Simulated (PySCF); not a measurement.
Species: C3H12BPSi.
Structure used (PBE0-D3(BJ)/def2-SVP), in Å, numbered top down from 1:
```xyz
18
C3H12BPSi angstrom
C     -1.545   -1.830   -0.447
C     -1.436   -0.380    0.004
C      0.005    0.020    0.355
Si     0.046    1.805    1.033
B      1.009    0.068   -0.824
P      2.836   -0.382   -0.676
H     -2.584   -2.102   -0.688
H     -1.192   -2.518    0.339
H     -0.932   -2.012   -1.345
H     -2.102   -0.217    0.869
H     -1.809    0.281   -0.797
H      0.387   -0.572    1.209
H     -0.334    2.789   -0.027
H      1.401    2.155    1.555
H     -0.947    1.905    2.148
H      0.613    0.337   -1.939
H      3.457    0.658   -1.420
H      3.166    0.066    0.633
```

Linear response at CAM-B3LYP/def2-SVPD (PySCF, frozen core in the response, non-relativistic).

Static isotropic polarisability: 108.52 au (16.08 Å³), principal values 91.6, 108.5, 125.5 au.

Question: What is the polarisability at 1064 nm and at the sodium D line?

Answer: 109.77 au at 1064 nm (+1.1 %), 112.80 au at 589.3 nm (+3.9 %). The rise at 589.3 nm is 3.44 times that at 1064 nm; a pure ω² law gives 3.26. The lowest singlet lies at 246 nm, shorter than both wavelengths.

Question: What is the isotropic C6 coefficient between two such molecules, C6 = (3/π)∫α(iω)² dω?

Answer: 4160 au (Eh·bohr⁶) by a ten-point quadrature over imaginary frequencies, which is 2490 eV·Å⁶ or 240 J·nm⁶/mol.

Question: Which effective excitation energy ω̄ makes London's formula C6 = (3/4)α²ω̄ exact here?

Answer: ω̄ = 4·C6/(3α²) = 0.471 Eh = 12.8 eV. A one-pole form α(ω) = α/(1 − ω²/ω̄²) fitted to the 1064 nm value gives 10.9 eV. London's choice of the ionisation energy (9.32 eV, ΔSCF at the same level) gives C6 = 3020 au, 27 % too low.

Question: How many electrons N does the Slater–Kirkwood formula C6 = (3/4)·√N·α^(3/2) need to give this C6?

Answer: N = (4·C6/3)²/α³ = 24.1; the species has 64 electrons in all.

Question: What three-body coefficient follows from the one-pole estimate C9 = (3/4)·α·C6?

Answer: 339000 au. This is an estimate from the two numbers above, not a computed integral.

Question: What n − 1 at the D line would an ideal gas of it have at 273.15 K and 1 atm (2.6868 × 10¹⁹ cm⁻³), by n − 1 = 2π·N·α′?

Answer: 28.22 × 10⁻⁴, a formal value whether or not that pressure can be reached.

Question: What molar refraction at the D line follows from R = (4π/3)·N_A·α′, with α′ the polarisability volume?

Answer: α′ = 16.71 Å³ gives R = 42.16 cm³/mol, for isolated, non-vibrating species.

On an Intel Xeon 6975P-C with one thread, no GPU, shared host, this took 2.4 min of wall time and 1.1 GiB of memory at its peak. This is the whole response run at CAM-B3LYP/def2-SVPD, SCF included.

One conformer stands for the species.
